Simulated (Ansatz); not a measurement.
`[F][Ge]([SiH3])([SiH3])[SiH3]`, relaxed with RKS PBE0-D4/def2-TZVP in the Gaussian-basis code of Ansatz from a PBE-D4/def2-SVP geometry. The force threshold is 0.005 eV/Å; the program also tests the step.

Total charge 0; spin multiplicity 1.

Start:

```xyz
14

F     1.957   -0.735    1.077
Ge    0.471   -0.173    0.262
Si   -1.156    0.218    1.991
Si   -0.199   -1.938   -1.227
Si    1.057    1.834   -0.926
H    -1.435   -1.050    2.750
H    -2.423    0.683    1.322
H    -0.679    1.282    2.941
H    -0.495   -3.196   -0.457
H    -1.451   -1.489   -1.936
H     0.874   -2.208   -2.245
H     1.515    2.904    0.027
H    -0.175    2.313   -1.649
H     2.140    1.554   -1.930
```

```csv
step,energy (eV),largest force (eV/Å),largest move (Å)
1,-82998.1261,0.441,0.000
2,-82998.1577,0.234,0.044
3,-82998.1601,0.101,0.036
4,-82998.1610,0.052,0.049
5,-82998.1621,0.014,0.026
6,-82998.1621,0.001,0.009
7,-82998.1621,0.003,0.006
```

End:

```xyz
14

F     1.903   -0.715    1.050
Ge    0.432   -0.162    0.239
Si   -1.157    0.222    1.983
Si   -0.199   -1.941   -1.228
Si    1.052    1.834   -0.923
H    -1.414   -1.036    2.731
H    -2.423    0.689    1.357
H    -0.657    1.266    2.915
H    -0.471   -3.178   -0.451
H    -1.437   -1.530   -1.944
H     0.877   -2.198   -2.219
H     1.520    2.865    0.038
H    -0.150    2.340   -1.640
H     2.124    1.543   -1.909
```

It took 18 s on 4 threads of an AMD EPYC 9R45 on a shared host, with 0.98 GiB of host memory at the peak.
